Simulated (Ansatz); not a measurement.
Born–Oppenheimer molecular dynamics of a periodic cell of 17 atoms, LiGe$_{16}$ (host Ge, host structure diamond, interstitial Li). It starts from a partly relaxed structure (largest force component 0.08 eV/Å).

These are results of Ansatz 0.2.0, DFT PBE, scalar-relativistic, plane waves, PAW, not measurements. Settings: accuracy low, cutoff 420 eV, k mesh 2x2x2, fermi-dirac smearing 0.15 eV, no spin polarisation.

| Item | Value |
| --- | --- |
| ensemble | NVT, Nosé–Hoover chain |
| time step | 1 fs |
| steps asked | 190 |
| set temperature | 600 K |
| thermostat | time constant 100 fs, chain length 3 |
| seed | 681577 |

First frame:

```xyz
17
Lattice="0.0000 5.6600 5.6600 5.6600 0.0000 5.6600 5.6600 5.6600 0.0000" Properties=species:S:1:pos:R:3
Ge -0.025 -0.023 0.024
Ge 1.416 1.414 1.439
Ge 2.853 2.854 0.024
Ge 4.253 4.236 1.418
Ge 2.843 -0.013 2.819
Ge 4.225 1.414 4.245
Ge 5.644 2.846 2.815
Ge 7.076 4.265 4.245
Ge -0.015 2.845 2.813
Ge 1.415 4.219 4.245
Ge 2.857 5.633 2.802
Ge 4.271 7.075 4.245
Ge 2.845 2.842 5.674
Ge 4.242 4.248 7.074
Ge 5.648 5.645 5.674
Ge 7.075 7.074 7.052
Li 7.112 7.036 9.910
```

(1) What does the run give?

(2) What happens to the structure?

(3) How do temperature and energy run in time?

Answers

(1) The run went to its last step.

```json
{
  "steps done": "190",
  "time covered": "190 fs",
  "mean temperature over the second half": "378 K",
  "spread of the potential energy over the second half": "4.6 meV per atom",
  "mean potential energy of the second half above the start": "53.6 meV per atom"
}
```

The conserved energy stayed within 0.03 meV per atom of its start (net change 0.022 meV per atom), so the integration is sound. The mean temperature of the second half is 37 % below the set value. A run of 0.19 ps of so small a system gives no equilibrium averages. Limits of this set-up: coarse k mesh, low accuracy level.

(2) Mean squared displacements from the first frame to the last, about the centre of mass: Ge 0.09 Å², Li 0.17 Å². The details hang on the random start.

(3) 
```tsv
time (fs)	T (K)	potential energy less start (eV)	conserved less start (meV/atom)
0.0	600	0.000	0.00
9.0	522	0.162	0.01
18.0	341	0.539	0.02
27.0	184	0.868	0.03
36.0	144	0.957	0.03
45.0	220	0.813	0.02
54.0	341	0.588	0.01
63.0	436	0.434	0.01
72.0	472	0.412	0.01
81.0	460	0.491	0.02
90.0	422	0.622	0.02
99.0	365	0.783	0.02
108.0	310	0.934	0.02
117.0	278	1.029	0.03
126.0	298	1.017	0.03
135.0	363	0.914	0.02
144.0	408	0.854	0.02
153.0	412	0.880	0.02
162.0	419	0.896	0.03
171.0	455	0.854	0.02
180.0	461	0.873	0.02
189.0	383	1.065	0.02
```

The run took 24 min on 2 threads of Arm Neoverse V1 (shared host), peak memory 1.1 GiB.
